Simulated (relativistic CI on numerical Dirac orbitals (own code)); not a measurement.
**Sensitivity of the levels of Br10+ to α and to the nuclear radius**

These numbers are calculated, not measured: Dirac-Coulomb-Breit CI, KLI orbitals optimised for each configuration, derivatives by finite differences, unscaled Slater integrals, QED left out (own radial code, finite nucleus).

Configurations in the expansion (outside the closed core [Ne]): 3s2 3p6 3d7, 3s2 3p5 3d8, 3s2 3p4 3d9, 3s 3p6 3d8, 3s2 3p6 3d6 4s, 3s2 3p6 3d6 4p, 3p6 3d9, 3s2 3p6 3d6 4d. Levels of other configurations are missing.

With x = (α/α₀)² − 1 an excitation energy changes as ω = ω₀ + qx; K = 2q/ω₀ is the relative enhancement. Terms are leading LS components, so labels can repeat. The field-shift factor is F = δν/δ⟨r²⟩ for the transition from the lowest level.

Lowest level 3s2 3p6 3d7 4F_9/2.

| Level | ω₀ (cm⁻¹) | q (cm⁻¹) | F (GHz/fm²) |
| --- | --- | --- | --- |
| 3s2 3p6 3d7 4F_7/2 | 6516 | 6990 | 0.0352 |
| 3s2 3p6 3d7 4F_5/2 | 10596 | 10390 | 0.0531 |
| 3s2 3p6 3d7 4F_3/2 | 13180 | 12290 | 0.0633 |
| 3s2 3p6 3d7 4P_3/2 | 36914 | -107.4 | 0.0251 |
| 3s2 3p6 3d7 4P_5/2 | 38567 | 4158 | 0.0619 |
| 3s2 3p6 3d7 2G_9/2 | 40847 | 3519 | 0.057 |
| 3s2 3p6 3d7 4P_1/2 | 42159 | 6990 | 0.0694 |
| 3s2 3p6 3d7 2G_7/2 | 46908 | 9809 | 0.0876 |
| 3s2 3p6 3d7 2P_3/2 | 49714 | 9469 | 0.0713 |
| 3s2 3p6 3d7 2P_1/2 | 54649 | 13810 | 0.0766 |
| 3s2 3p6 3d7 2D_5/2 | 54717 | 7353 | 0.0772 |
| 3s2 3p6 3d7 2H_11/2 | 56843 | 4924 | 0.0953 |
| 3s2 3p6 3d7 2H_9/2 | 63018 | 12260 | 0.13 |

At this charge energies of transitions that change n are usually good to better than 1 %, and those within a shell (Δn = 0) to a few per cent. Terms inside the open d or f shell come out 10 to 20 % too wide with unscaled integrals.

Task: Which transition from the lowest level has the largest |K|?

Result: 3s2 3p6 3d7 4F_7/2 at 6516 cm⁻¹, K = 2.15.
